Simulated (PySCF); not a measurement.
**IWN: from structure and modes to constants**

These are results of PySCF, UPBE0, basis W def2-SVP with ECP60, N def2-SVP, I def2-SVP with ECP28 (scalar-relativistic core potentials, no spin–orbit coupling, density fitting), not measurements.

The triplet minimum has Cs symmetry. Masses (u): W 183.95093, N 14.00307, I 126.90447.

```xyz
3
charge 0 multiplicity 3, angstrom
W    -0.7845    0.0000   -0.6358
N    -2.0967    0.0000    0.3698
I     1.3686    0.0000    0.8809
```

Harmonic wavenumbers (cm⁻¹): 176.5 (a', ×1), 216.2 (a', ×1), 1147.0 (a', ×1).

Find the principal moments of inertia and the rotational constants. What kind of rotor is it?

About the centre of mass I = 31.254, 555.98, 587.23 u Å². With B = 16.8576/I this gives 0.5394, 0.03032, 0.02871 cm⁻¹. The molecule is an asymmetric top with κ = -0.99.

What is the harmonic zero-point energy?

Half the sum of all 3 wavenumbers, 1540/2 = 770 cm⁻¹, which is 9.2 kJ/mol (1 cm⁻¹ = 0.0119627 kJ/mol).

Find the vibrational entropy and heat capacity at 298.15 K.

With u = 1.43878 ω/T, each mode gives S = R[u/(eᵘ−1) − ln(1−e⁻ᵘ)] and C = R u² eᵘ/(eᵘ−1)².
```
ω (cm⁻¹)      u  S (J/(mol K))  C (J/(mol K))
   176.5  0.852           9.90           7.83
   216.2  1.043           8.33           7.60
  1147.0  5.535           0.22           1.01
```
The sums over all modes are S = 18.4 and C = 16.4 J/(mol K); the softest mode gives 54 % of the entropy.

This need not be the most stable arrangement of these atoms. With open d or f shells other occupations or spin states may lie lower. With an element this heavy the missing spin–orbit coupling can shift these numbers.
